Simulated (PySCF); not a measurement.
CH₅FSi, SMILES C[SiH2]F. Geometry optimised at B3LYP-D3(BJ)/def2-TZVP.

**Question.** Give the equilibrium geometry at B3LYP-D3(BJ)/def2-TZVP (PySCF confirms it by a frequency run) as a Z-matrix, and its point group. (Estimate from the structure and the level; the computed values follow.)

**Answer.** point group Cs.
```
Si
F 1 1.6105
H 1 1.4797 2 107.26
H 1 1.4797 3 109.83 2 116.25
C 1 1.8584 3 111.49 4 124.10
H 5 1.0915 1 111.14 3 58.06
H 5 1.0915 6 108.33 1 -122.38
H 5 1.0932 6 108.01 7 -116.76
```
Charge 0, spin multiplicity 1.
